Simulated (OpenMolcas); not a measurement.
**Levels of Cl³⁺ by method**

```yaml
Program: OpenMolcas
Basis: ANO-L-VTZP [5s4p2d1f]
Scalar_Hamiltonian: non-relativistic, point nucleus
Active_space: 2 electrons in 3 orbitals (3p)
State_averaging: 2S+1 = 3 even, 3 roots; 2S+1 = 1 even, 6 roots
Spin-orbit_coupling: RASSI with atomic mean-field integrals over the reference wave functions, term energies averaged over their components
```

Methods on the same reference wave functions:
A. CASSCF
B. SS-CASPT2, IPEA 0.25 Eh, imaginary shift 0.1 Eh (closed shells correlated: 2s 2p 3s)

Energies in cm⁻¹ above 3s² 3p² ³P₀, the measured ground level; measured values from Moore, Atomic Energy Levels, vol. I, NSRDS-NBS 35 (1971 reprint of NBS Circular 467, 1949).

```
      Level      A      B  Measured
3s² 3p² ³P₀    0.0    0.0       0.0
3s² 3p² ³P₁    450    457       491
3s² 3p² ³P₂   1260   1263      1341
3s² 3p² ¹D₂  16811  14000     13766
3s² 3p² ¹S₀  40544  33300     32550
```

Deviations, from unrounded energies. A percentage is the sum of absolute deviations over the sum of measured energies, with the sign that they share, or ± where signs differ.

```tsv
Against measurement	Levels	A	B
mean absolute deviation (cm-1)	4	2800	270
fine structure of the ground term (%)	2	-6.6	-6.1
other terms of the ground configuration (%)	2	+23.8	+2.1
```

B lies closest to measurement on these levels. The largest miss of B in the table is 3s² 3p² ¹S₀, by +750 cm-1. The ranking rests on the paired levels alone, and a cruder setting can come out closer through cancelling errors.

From A to B the spin-free energies of the other terms of 3s² 3p² shown, above ³P, scale by a factor of 0.82.

The lowest spin-free term lies below A's lowest term by 0.096 hartree in B.

CASPT2 does not keep the components of a term degenerate, so their means are used; among the terms shown or strongly mixed into the levels shown the widest spread is 110 cm-1 (3s² 3p² ¹D, B). With the s shell closed, the reference lacks s² → p² mixing. Measured partners are found by configuration, term and J. A level has none where our copy of the source lacks it or the pairing is in doubt (some pairs that miss far off the trend of their configuration count as doubtful), and it then counts in no deviation. Levels of configurations outside the active space are missing.
